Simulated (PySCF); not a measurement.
## BePb⁺: frontier orbitals

HSE06 at R = 2.631 Å; basis Be aug-cc-pVDZ, Pb aug-cc-pVDZ-PP with ECP60; scalar-relativistic core potentials; PySCF 2.14. State: ²Π (doublet), unpaired electrons π ↑. Only the outer orbitals are listed, counted within each symmetry, core potentials removing the inner ones.

| spin | orbital | occ. | ε (eV) | on Be (%) | main shells (%) |
| --- | --- | --- | --- | --- | --- |
| α | 1δ | 1 | -29.21 | 0 | 100 Pb d |
| α | 2π | 1 | -29.15 | 0 | 100 Pb d |
| α | 1δ | 1 | -29.08 | 0 | 100 Pb d |
| α | 4σ | 1 | -28.89 | 0 | 100 Pb d |
| α | 2π | 1 | -28.88 | 0 | 100 Pb d |
| α | 5σ | 1 | -19.10 | 7 | 92 Pb s |
| α | 6σ | 1 | -12.29 | 74 | 73 Be s, 21 Pb p |
| α | 3π | 1 | -9.88 | 17 | 83 Pb p, 15 Be p |
| α | 3π | 0 | -8.95 | 19 | 80 Pb p, 18 Be p |
| α | 7σ | 0 | -8.54 | 71 | 38 Be s, 34 Pb p, 32 Be p |
| α | 4π | 0 | -6.63 | 81 | 82 Be p, 16 Pb p |
| β | 4σ | 1 | -29.17 | 0 | 100 Pb d |
| β | 2π | 1 | -29.11 | 0 | 100 Pb d |
| β | 1δ | 1 | -28.93 | 0 | 100 Pb d |
| β | 1δ | 1 | -28.73 | 0 | 100 Pb d |
| β | 2π | 1 | -28.72 | 0 | 100 Pb d |
| β | 5σ | 1 | -18.39 | 10 | 90 Pb s |
| β | 6σ | 1 | -12.03 | 82 | 82 Be s, 15 Pb p |
| β | 3π | 0 | -8.68 | 25 | 75 Pb p, 23 Be p |
| β | 7σ | 0 | -8.55 | 66 | 39 Be p, 37 Pb p, 27 Be s |
| β | 3π | 0 | -8.07 | 33 | 67 Pb p, 31 Be p |

**Question.** Which are the highest filled and the lowest empty level, where do they sit, and how wide is the gap?

**Answer.** Highest filled α 3π at -9.88 eV (in %: 83 Pb p, 15 Be p); lowest empty α 3π at -8.95 eV (in %: 80 Pb p, 18 Be p); the gap at HSE06 is 0.93 eV. Both belong to one degenerate shell, split only by its one-sided filling, so this is no excitation gap.

* bond order (Mayer): 0.77
* ⟨S²⟩: 0.758
* charge on Be (Mulliken, basis-dependent): 0.11
* charge on Be (Löwdin, basis-dependent): 0.38
* dipole moment (positive dipole points towards Pb; it is taken about the centre of mass and depends on that origin): -5.20 D

These are scalar-relativistic numbers at best; spin–orbit coupling would shift them, the dissociation energy most. The state was picked by a PBE0 search and need not be the measured ground state.
